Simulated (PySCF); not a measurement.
## Krypton: highly charged ions in a basis for the neutral atom

Kr²⁴⁺ [Ne] 3s2, Kr²⁵⁺ [Ne] 3s1. Calculation: PySCF 2.14, in cc-pVDZ-PP with ECP10MDF; a scalar-relativistic core potential. No spin-orbit coupling, so a gap to NIST mixes the basis error with missing relativistic terms.

Changed run: basis of the neutral atom used for a highly charged ion. This setting is unsound on purpose.

```json
{"species": "Kr²⁴⁺", "method": "UHF", "sound run (hartree)": "not run", "changed run (hartree)": "-84.05394", "converged": "yes"}
{"species": "Kr²⁴⁺", "method": "BP86", "sound run (hartree)": "not run", "changed run (hartree)": "-84.17300", "converged": "yes"}
{"species": "Kr²⁴⁺", "method": "LDA", "sound run (hartree)": "not run", "changed run (hartree)": "-83.98525", "converged": "yes"}
{"species": "Kr²⁵⁺", "method": "UHF", "sound run (hartree)": "not run", "changed run (hartree)": "-42.92329", "converged": "yes"}
{"species": "Kr²⁵⁺", "method": "BP86", "sound run (hartree)": "not run", "changed run (hartree)": "-42.95299", "converged": "yes"}
{"species": "Kr²⁵⁺", "method": "LDA", "sound run (hartree)": "not run", "changed run (hartree)": "-42.85140", "converged": "yes"}
```

Ionisation energy of Kr²⁴⁺:

| method | changed run (eV) | NIST (eV) |
| --- | --- | --- |
| UHF | 1119.2 | 1155 ± 1.6 |
| BP86 | 1121.7 | 1155 ± 1.6 |
| LDA | 1119.3 | 1155 ± 1.6 |

The contracted functions were made for the neutral atom and can be too rigid for a highly charged ion.
